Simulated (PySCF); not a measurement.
**Relative stability**

Two relaxed structures of LiGeH₃, closed shell (PBE0-D4/def2-TZVP; forces vanish, vibrations not checked).

A:

```json
{"atom": "Li1", "x (Å)": "-0.9773", "y (Å)": "-0.9975", "z (Å)": "1.9228"}
{"atom": "Ge2", "x (Å)": "0.0278", "y (Å)": "0.0390", "z (Å)": "-0.0687"}
{"atom": "H3", "x (Å)": "-0.9370", "y (Å)": "0.3624", "z (Å)": "-1.2516"}
{"atom": "H4", "x (Å)": "0.7326", "y (Å)": "1.4150", "z (Å)": "0.1412"}
{"atom": "H5", "x (Å)": "1.1447", "y (Å)": "-0.7738", "z (Å)": "-0.7931"}
```

B:

Li1  (-1.838, -1.032, 1.600)
Ge2  (-0.082, -0.108, 0.380)
H3  (-0.116, -0.443, 2.015)
H4  (0.418, 1.360, 0.566)
H5  (1.274, -0.841, 0.133)
(Å)

PySCF 2.14 with density fitting (its default auxiliary sets; JK sets also for MP2 and CCSD(T)); basis: def2-TZVPP; cores frozen in the correlated methods. Filled d shells of the heavier atoms are correlated. The outer core shell of Li, Na, Mg and K is correlated. The def2 sets are not built for correlating such inner shells, so the correlated values are less sure here. B3LYP uses VWN-RPA correlation.

Which structure is lower at CCSD(T), and by how much? (An estimate is asked for; the value comes from the calculation.)

The calculation gives: A, by 0.194 eV (electronic energy, against the other). By their contacts, A is LiGeH₃ ([Li][GeH3]) and B is LiGeH₃ ([H]1[Li][GeH2]1).

All methods give the same order:

```
   method  E(B) − E(A) (eV)
   PBE-D4             0.127
r2SCAN-D4             0.146
  PBE0-D4             0.168
 B3LYP-D4             0.140
  wB97M-V             0.173
       HF             0.271
      MP2             0.213
     CCSD             0.204
  CCSD(T)             0.194
```

T1 diagnostic: at most 0.013.

Labels in which every atom is bracketed show which atoms are joined, not bond orders.

For scale, one of the runs: CCSD(T)/def2-TZVPP, 109 basis functions, launched by `OMP_NUM_THREADS=2 python run.py`. Hardware: 2 CPU threads of an Intel Xeon, shared host. Wall time about 78 s.
